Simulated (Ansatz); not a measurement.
CH5GeNO, SMILES `O=C[NH][GeH3]` at its PBE0-D4/def2-TZVP geometry, where that method's forces vanish. Total charge 0; spin multiplicity 1.

```xyz
9

O     1.6320    0.8839    0.6954
C     1.4840    0.1307   -0.2424
N     0.2884   -0.3903   -0.5874
Ge   -1.2060    0.0745    0.4319
H     2.3263   -0.1846   -0.8864
H     0.2528   -1.0088   -1.3814
H    -1.4247    1.5860    0.3456
H    -1.0011   -0.3991    1.8719
H    -2.3517   -0.6922   -0.2471
```

Task: What forces (eV/Å) does ωB97M-V/def2-TZVPP give on these atoms in Ansatz 0.2.0? (Estimate.)

Result: Computed: 
```
O1  -0.022  0.069  0.096
C2   0.286 -0.060 -0.158
N3  -0.207 -0.110 -0.085
Ge4 -0.103  0.037  0.077
H5  -0.071  0.048  0.082
H6   0.017  0.041  0.048
H7   0.023 -0.121  0.006
H8  -0.011  0.039 -0.117
H9   0.086  0.058  0.051
```
